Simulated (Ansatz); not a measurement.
Basis-set extrapolation for `C=C=C(O)[SiH2]O` (PBE0-D4/def2-TZVP geometry, frozen core, Ansatz). Multiplicity 1, RHF reference.

```tsv
	def2-TZVPP	def2-QZVPP
HF	-555.860331	-555.881741
MP2 correlation	-1.065992	-1.144862
CCSD(T) correlation	-1.148994	not run
```

Energies in hartree. Use E(X) = E(∞) + A·exp(−7.88·√X) for Hartree–Fock and E(X) = E(∞) + B·X^(−2.97) for correlation, with X = 3 and 4, and add CCSD(T) minus MP2 of the smaller set to the MP2 limit.

Task: What is the CCSD(T) energy at the basis-set limit?

Result: HF limit: -555.881741 + (-0.021410) × 0.13774 = -555.88469. MP2 limit: -1.144862 + (-0.078870) × 0.74074 = -1.20328. Higher-order term: -1.148994 − (-1.065992) = -0.08300. Total: -557.17097 hartree, 424.4 kJ/mol below CCSD(T)/def2-TZVPP.
